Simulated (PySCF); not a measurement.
TeF₃, SMILES F[Te](F)F, multiplicity 2.

Coordinates come from a B3LYP-D3(BJ)/def2-SVP optimisation. The multiplicity is an assumed one; other spin states were not compared. The isomer is the one that the SMILES or the coordinates give; other isomers of the formula were not compared. The def2 effective core potentials stand for the cores of Te; spin–orbit coupling is left out.

Method: TDA-ωB97X/def2-SVPD (PySCF).

Vertical excitations. Isolated molecule, no solvent.

| state | energy (eV) | λ (nm) | f | main pairs |
|---|---|---|---|---|
| root 1 | 3.27 | 379 | 0.003 | α HOMO→LUMO 41 %, β HOMO→LUMO 57 % |
| root 2 | 3.55 | 349 | 0.014 | α HOMO→LUMO 56 %, β HOMO→LUMO 41 % |
| root 3 | 4.63 | 268 | 0.000 | β HOMO−1→LUMO 99 % |
| root 4 | 4.97 | 249 | 0.000 | β HOMO−3→LUMO 99 % |
| root 5 | 5.06 | 245 | 0.024 | β HOMO−2→LUMO 93 % |
| root 6 | 5.31 | 233 | 0.001 | β HOMO−4→LUMO 94 % |
| root 7 | 5.59 | 222 | 0.000 | α HOMO→LUMO+1 86 % |
| root 8 | 5.62 | 221 | 0.000 | α HOMO−1→LUMO 44 %, β HOMO→LUMO+1 51 % |
| root 9 | 6.03 | 206 | 0.000 | β HOMO−5→LUMO 98 % |
| root 10 | 6.40 | 194 | 0.026 | α HOMO−1→LUMO 35 %, β HOMO−6→LUMO 31 %, β HOMO→LUMO+1 31 % |
Unrestricted roots are not spin-pure.
